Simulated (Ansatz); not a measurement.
C3H9FSi can be A, `C[Si](C)(C)F`, or B, `C[SiH2]C(C)F`.

Isolated molecules relaxed with PBE0-D4/def2-TZVP in Ansatz; ΔE leaves out vibrations. CBS: MP2 limit from def2 TZ/QZ plus the TZ coupled-cluster correction, frozen cores. Functionals use def2-TZVPP. Each species was taken in one conformer, which may not be the lowest.

(1) Which isomer does CCSD(T)/CBS put lower? Give the gap. (Estimate.)

(2) Give E(B) − E(A) in kcal/mol with ωB97M-V, CCSD(T)/def2-TZVPP, r2SCAN-D4, MP2/def2-TZVPP, PBE0-D4, HF/def2-TZVPP, CCSD(T)/def2-SVP. (Estimate.)

(3) Does the order hold for the free energy at 298.15 K (harmonic terms from PBE0-D4)? (Best estimate.)

Largest T1 diagnostic: 0.011.

Results:

(1) Computed: A, by 71.7 kcal/mol.

(2) The calculation gave: ωB97M-V 70.7, CCSD(T)/def2-TZVPP 70.6, r2SCAN-D4 71.3, MP2/def2-TZVPP 73.8, PBE0-D4 69.2, HF/def2-TZVPP 70.4, CCSD(T)/def2-SVP 62.5. None reverses the order clearly.

(3) The calculation gave: Yes: G(B) − G(A) = +69.9 kcal/mol, for one conformer each.

From r2SCAN to r2SCAN0 (25 % exact exchange), in def2-TZVPP and without D4, E(B) − E(A) moves by +0.9 kcal/mol. Leaving LDA and LC-ωPBE aside and taking each functional with its dispersion term where it has one, the values, not all of them listed here, spread over 5.7 kcal/mol, from revPBE-D4 to r2SCAN0-D4.
